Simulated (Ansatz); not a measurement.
Si2Au4⁻. Charge -1, multiplicity 2. Geometry r2SCAN-D4/def2-SVPD; atoms count from 1.

```xyz
6

Au   -0.185   -1.044   -1.394
Au    2.418    0.456    0.909
Au   -0.726   -2.851   -3.182
Au   -0.922    0.392    2.375
Si    0.217    0.590    0.166
Si   -0.803    2.458    1.125
```

In the def2 sets Au takes a core potential; there is no spin–orbit coupling. The structure comes from a short search, and lower isomers may exist.

Estimate the Mulliken populations from the PBE0/def2-TZVPD orbitals of Ansatz.


```tsv
atom	charge (e)	spin (α − β)	d electrons
Au1	-0.29	0.00	9.63
Au2	-0.33	0.19	9.68
Au3	-0.32	0.00	9.88
Au4	-0.12	0.02	9.62
Si5	0.44	-0.05	–
Si6	-0.37	0.83	–
```
Mulliken values depend strongly on the basis. With diffuse functions, as here, like atoms can get unlike values, and bond orders can come out too low or too high.

Where does the spin sit?

Summed by element: Au 0.21, Si 0.79, of 1 unpaired in all. Largest on single atoms: Si6 0.83, Au2 0.19, Si5 -0.05.

And the Mayer bond orders between heavy atoms (over 0.3)?

Au1–Au3 0.80 (2.60 Å); Au1–Si5 1.02 (2.29 Å); Au2–Si5 1.14 (2.33 Å); Au4–Si5 0.64 (2.49 Å); Au4–Si6 0.97 (2.42 Å); Si5–Si6 0.78 (2.33 Å).
